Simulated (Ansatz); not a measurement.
C2H4ClInO (SMILES C=[CH][In]([OH])[Cl]), singlet, geometry from GFN2-xTB (such geometries of metal compounds can be far from the true shape) (core potentials on In); HF/def2-TZVP in Ansatz (a first-principles code).

Ansatz was given this input:
Ansatz 0.2 input:
```yaml
crystal:
  periodic: [false, false, false]
  atoms:
    - {symbol: In, position_ang: [0.01870116, 0.03431969, 0.02604426]}
    - {symbol: Cl, position_ang: [-2.01639364, 0.55863182, 1.02068267]}
    - {symbol: C, position_ang: [0.67462154, -1.45026437, -1.47723524]}
    - {symbol: C, position_ang: [1.94277233, -1.47018891, -1.82122980]}
    - {symbol: H, position_ang: [-0.07706345, -2.11464527, -1.88122215]}
    - {symbol: H, position_ang: [2.32632890, -2.17289856, -2.55158116]}
    - {symbol: H, position_ang: [2.65644782, -0.78418706, -1.38803247]}
    - {symbol: O, position_ang: [1.44827788, 1.19709872, 0.70377646]}
    - {symbol: H, position_ang: [1.16603538, 1.83925515, 1.35364015]}
basis:
  gaussian:
    orbitals: def2-TZVP
hamiltonian:
  xc: hf
```

### Question
What does Ansatz print? Leave out banner, timings and long lists.

### Answer

```
Functional definition: HF
1690 factors; their error is unknown
mean field evaluation 1: about -21811.5680 eV, gradient 4.9e1 eV
mean field evaluation 2: about -21814.4128 eV, gradient 3.5e1 eV
mean field evaluation 4: about -21816.4848 eV, gradient 1.5e0 eV
mean field evaluation 8: about -21816.4911 eV, gradient 1.0e-1 eV
mean field -21816.87583106 eV, -801.7553987818 hartree, gradient 3.0e-5 eV, S^2 0.000000; 0 other end points of the search recorded, 0 dependent functions left out
reference -21816.87583106 eV, -801.7553987818 hartree; 31, 31 occupied and 173, 173 virtual orbitals, 1690 factors
Total energy: -21816.87583106 eV, -801.7553987818 hartree
```
